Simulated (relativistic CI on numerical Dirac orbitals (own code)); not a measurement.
Spin-allowed bands of a d2 ion in a tetrahedral site, by hand

Problem. Take Δ = 3500 cm⁻¹ and B = 750 cm⁻¹ for a d2 ion in a tetrahedral site. Calculate the three spin-allowed bands.

Working.
1. The terms of highest spin are 3F (energy 0) and 3P (15B = 11250 cm⁻¹). Here the F term splits into A2 at −1.2Δ = -4200, T2 at −0.2Δ = -700 and T1 at +0.6Δ = 2100 cm⁻¹.
2. The two T1 states mix through the element 0.4Δ: H = [[2100, 1400], [1400, 11250]], with roots ½(H₁₁ + H₂₂) ∓ ½√[(H₂₂ − H₁₁)² + 4H₁₂²] = ½(13350) ∓ ½(9569) = 1891 and 11459 cm⁻¹.
3. The ground term is 3A2 at -4200 cm⁻¹.
4. Bands: 3T2 3500 cm⁻¹ (2857 nm), 3T1(F) 6091 cm⁻¹ (1642 nm), 3T1(P) 15659 cm⁻¹ (639 nm).

Check. Exact diagonalisation of the whole d2 shell with these parameters gives 3T2 3500, 3T1 6091, 3T1 15659 cm⁻¹. The match is exact, since without spin-orbit coupling no other term has this spin. The ratio of the second band to the first, 1.740, depends on Δ/B = 4.7 alone, which is how a Tanabe-Sugano diagram is read.
